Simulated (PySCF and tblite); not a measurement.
Values are calculated unless marked as measured or tabulated.
System: C5H4F2O2, numbered as in [F:1][C:2]1=[C:3]([F:4])[O:5][CH2:6][CH:7]=[CH:8][O:9]1.

Motion: inversion of the 7-membered ring (2–3–5–6–7–8–9). GFN2-xTB gives an electronic barrier of 2.4 kcal/mol.

CAM-B3LYP/pcSseg-1 + D3(BJ) on GFN2-xTB geometries gives 4.2 kcal/mol and k(298 K) = 4.5×10⁹ s⁻¹.

Task: What does PBE/pcSseg-1 + D3(BJ) give on GFN2-xTB geometries?

Result: A barrier of 3.8 kcal/mol, 0.4 below the first DFT barrier (from unrounded values) and, with GFN2-xTB thermal terms, ΔG‡(298 K) = 3.9 kcal/mol and k = 9.2×10⁹ s⁻¹ (1 equivalent path).

Programs: tblite and PySCF.
